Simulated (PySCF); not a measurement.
**Spin-rotation constants: `[H]/N=C\C(=C)[SiH](Cl)Cl`, C₃H₅Cl₂NSi**

Geometry:
| atom | x (Å) | y (Å) | z (Å) |
| --- | --- | --- | --- |
| C1 | -0.045 | 1.751 | -0.006 |
| C2 | -0.170 | 0.422 | 0.031 |
| C3 | -1.521 | -0.154 | 0.063 |
| N4 | -1.868 | -1.362 | 0.073 |
| Si5 | 1.335 | -0.738 | 0.043 |
| Cl6 | 3.014 | 0.374 | 0.174 |
| Cl7 | 1.383 | -1.812 | -1.669 |
| H8 | -0.907 | 2.400 | -0.013 |
| H9 | 0.916 | 2.238 | -0.033 |
| H10 | -2.333 | 0.570 | 0.081 |
| H11 | -1.109 | -2.041 | 0.048 |
| H12 | 1.307 | -1.648 | 1.183 |

Theory: GIAO wB97X-D/ANO-RCC-VDZP magnetisability, rotational g tensor and spin-rotation constants, non-relativistic, gas phase (PySCF 2.14.0). Geometry: GFN2-xTB.

**Question.** Give the nuclear spin-rotation constants along the inertial axes (H = +C I·J) beside the isotropic shieldings.

**Answer.** Rotational constants 1.8430, 1.1768, 0.8040 GHz. A star marks the isotopologue with that one atom substituted, in its own axes.
| atom | isotope | Caa (kHz) | Cbb (kHz) | Ccc (kHz) | mean (kHz) | σ (ppm) |
| --- | --- | --- | --- | --- | --- | --- |
| N4 | 14N | 0.369 | 0.280 | 0.076 | 0.242 | -76.6 |
| Cl6 | 35Cl | 0.195 | 0.110 | 0.117 | 0.140 | 961.1 |
| Cl7 | 35Cl | 0.260 | 0.132 | 0.133 | 0.175 | 920.0 |
| H8 | 1H | 0.028 | -0.041 | -0.073 | -0.029 | 25.1 |
| H9 | 1H | 0.135 | -0.090 | -0.085 | -0.013 | 25.1 |
| H10 | 1H | 0.028 | -0.017 | -0.061 | -0.017 | 23.6 |
| H11 | 1H | 0.006 | 0.038 | -0.068 | -0.008 | 21.3 |
| H12 | 1H | -0.163 | -0.105 | 0.045 | -0.074 | 25.9 |
| C1 | 13C* | 0.917 | 0.363 | 0.144 | 0.475 | 44.7 |
| C2 | 13C* | 0.919 | 0.363 | 0.168 | 0.483 | 40.0 |
| C3 | 13C* | 0.906 | 0.423 | 0.201 | 0.510 | 19.9 |
| Si5 | 29Si* | -1.014 | -0.658 | -0.493 | -0.722 | 403.5 |

For the geometry as given, no vibrational averaging.
